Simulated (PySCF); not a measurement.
Radial density of Sn (tin, neutral)

UHF, [Kr] 4d10 5s2 5p2, high-spin 3P determinant. All numbers are calculated (PySCF 2.14, a scalar-relativistic core potential, in cc-pVDZ-PP with ECP28MDF). This is the valence pseudo-density: the core potential removes the inner electrons and smooths the orbitals near the nucleus.

```csv
r (bohr),4πr²ρ (e/bohr),4πr²(ρα − ρβ)
0.00821,2.250e-05,0.0000
0.0138,6.013e-05,0.0000
0.0232,0.0001459,0.0000
0.0391,0.0002891,0.0000
0.0657,0.0005882,0.0000
0.111,0.003974,0.0000
0.186,0.05251,0.0001
0.313,0.9347,0.0038
0.526,11.36,0.0584
0.885,21.97,0.0120
1.49,6.437,0.1809
2.50,1.934,0.7642
4.21,0.4846,0.3494
7.08,0.02090,0.0194
```

Energies and moments cover only the electrons outside the core potential.
